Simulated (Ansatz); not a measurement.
Mulliken charges of Br$_{3}$HOSi (`O[Si](Br)(Br)Br`) from r2SCAN/def2-TZVPP in Ansatz (PBE0-D4/def2-TZVP geometry).

```json
{"atom": "O1", "x (Å)": "-0.845", "y (Å)": "0.398", "z (Å)": "0.993", "charge (e)": "-0.361"}
{"atom": "Si2", "x (Å)": "0.173", "y (Å)": "0.069", "z (Å)": "-0.224", "charge (e)": "0.639"}
{"atom": "Br3", "x (Å)": "1.987", "y (Å)": "-0.936", "z (Å)": "0.516", "charge (e)": "-0.170"}
{"atom": "Br4", "x (Å)": "-0.778", "y (Å)": "-1.247", "z (Å)": "-1.712", "charge (e)": "-0.170"}
{"atom": "Br5", "x (Å)": "0.687", "y (Å)": "1.990", "z (Å)": "-1.129", "charge (e)": "-0.147"}
{"atom": "H6", "x (Å)": "-1.181", "y (Å)": "-0.339", "z (Å)": "1.509", "charge (e)": "0.210"}
```

Question: By hand: the dipole of these point charges (1 e Å = 4.8032 D).

Answer: Σ q r = (-0.139, -0.092, 0.185) e Å, of length 0.249 e Å = 1.20 D.

Question: How does the dipole of the full density compare? (Estimate.)

Answer: Computed: (-0.150, -0.179, 0.210) e Å, 1.51 D; the point charges give 0.79 times that, at 13° from its direction.

Point charges leave out the atoms' own dipoles, such as those of lone pairs, and Mulliken's split depends on the basis, so the two needn't agree.
